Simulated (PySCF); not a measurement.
C6H7F3.
Structure used (PBE0-D3(BJ)/def2-SVP), in Å, numbered top down from 1:
```xyz
16
C6H7F3 angstrom
C      3.001    0.301   -0.398
C      1.719    0.335   -0.006
C      0.949   -0.853    0.321
C     -0.332   -0.897    0.725
C     -1.241    0.273    0.923
C     -2.395    0.288   -0.052
F     -3.198    1.333    0.175
F     -3.139   -0.820    0.052
F     -1.975    0.371   -1.316
H      3.542   -0.646   -0.492
H      3.549    1.214   -0.640
H      1.220    1.306    0.067
H      1.483   -1.805    0.227
H     -0.778   -1.877    0.925
H     -0.721    1.234    0.821
H     -1.691    0.249    1.929
```

All values: PBE0/pcSseg-1 and CAM-B3LYP/def2-SVPD (PySCF, non-relativistic), on one gas-phase PBE0-D3(BJ)/def2-SVP geometry that isn't relaxed in the solvent. The solvent is an IEF-PCM continuum (cavity from Bondi-type radii × 1.2). Only the electrostatic response of the medium enters.

Gas phase at PBE0/pcSseg-1: HOMO -6.99 eV, LUMO -1.19 eV, dipole 2.23 D.

Q: What does the continuum do to the energy, the frontier levels and the dipole at PBE0/pcSseg-1 in benzene?

A: 
```tsv
solvent	ε	E(solvent) − E(gas) (kcal/mol)	polarisation term (kcal/mol)	distortion of the solute (kcal/mol)	HOMO (eV)	LUMO (eV)	dipole (D)
benzene	2.271	-1.93	-2.01	0.08	-6.89	-1.08	2.39
```

The polarisation term is half the interaction of the solute with the surface charges that it induces; the rest is the cost of distorting the solute's density. The sum is the electrostatic part of solvation alone.

Q: Which radius a makes the point-dipole formula ΔE = −[(ε − 1)/(2ε + 1)]·μ²/a³ give the value in benzene, with the gas-phase dipole?

A: μ = 0.877 au and |ΔE| = 0.00308 Eh give a = 2.04 Å; the farthest nucleus lies 3.84 Å from the centroid of the nuclei, so such a sphere wouldn't even hold the nuclei. The formula assumes a rigid point dipole at the centre of a sphere.

Q: Give the dipole vector in the frame of the coordinates (D, pointing from negative to positive charge), gas and benzene.

A: Gas (1.86, 0.00, 1.23), solvent (1.96, 0.03, 1.36). Its length changes by +7 % and its direction by 1°.

Gas phase at CAM-B3LYP/def2-SVPD: HOMO -8.25 eV, LUMO -0.15 eV, dipole 2.42 D.

Q: What does the continuum do to the energy, the frontier levels and the dipole at CAM-B3LYP/def2-SVPD in benzene?

A: 
| solvent | ε | E(solvent) − E(gas) (kcal/mol) | polarisation term (kcal/mol) | distortion of the solute (kcal/mol) | HOMO (eV) | LUMO (eV) | dipole (D) |
| --- | --- | --- | --- | --- | --- | --- | --- |
| benzene | 2.271 | -1.94 | -2.04 | 0.10 | -8.13 | -0.02 | 2.61 |

Q: How does the static polarisability (CAM-B3LYP/def2-SVPD, frozen core, with the continuum's full static response) change?

A: 
| medium | isotropic (au) | principal values (au) | ⟨r²⟩ of the electrons (bohr²) |
| --- | --- | --- | --- |
| gas | 81.7 | 56.7, 67.9, 120.4 | 1546.3 |
| benzene | 93.0 | 63.7, 76.8, 138.6 | 1546.3 |

The isotropic value in benzene is 1.14 times the gas-phase one; no cavity-field correction is applied. ⟨r²⟩ is taken about the centre of nuclear charge.
